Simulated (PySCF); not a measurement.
SMILES [SiH3][SiH2][SiH2]F (H₇FSi₃), GFN2-xTB optimised geometry.

```
11

F      2.44     0.31     0.87
Si     2.00    -0.98     0.00
Si    -0.31    -0.98     0.00
Si    -1.33     1.10     0.00
H      2.71    -2.06     0.68
H      2.66    -0.74    -1.28
H     -0.78    -1.79     1.14
H     -0.74    -1.77    -1.17
H     -0.60     2.06     0.82
H     -1.41     1.66    -1.35
H     -2.71     1.07     0.51
```

Density from B3LYP/def2-TZVP in PySCF at that geometry.

Minimum of the electron density along straight lines between bonded atoms, close to the bond critical point (lines longer than 1.1 times the sum of covalent radii, or with two minima, are not listed):

| bond | length / Å | ρ at the minimum / e bohr⁻³ | ∇²ρ there / e bohr⁻⁵ | position (fraction from the first atom) |
|---|---|---|---|---|
| F1–Si2 | 1.620 | 0.131 | 0.92 | 0.58 |
| Si2–Si3 | 2.308 | 0.100 | -0.18 | 0.61 |
| Si3–Si4 | 2.320 | 0.096 | -0.17 | 0.52 |
| Si2–H5 | 1.460 | 0.128 | 0.17 | 0.49 |
| Si2–H6 | 1.461 | 0.128 | 0.17 | 0.49 |
| Si3–H7 | 1.475 | 0.120 | 0.18 | 0.49 |
| Si3–H8 | 1.475 | 0.120 | 0.18 | 0.49 |
| Si4–H9 | 1.464 | 0.124 | 0.19 | 0.49 |
| Si4–H10 | 1.467 | 0.123 | 0.19 | 0.49 |
| Si4–H11 | 1.466 | 0.123 | 0.19 | 0.49 |
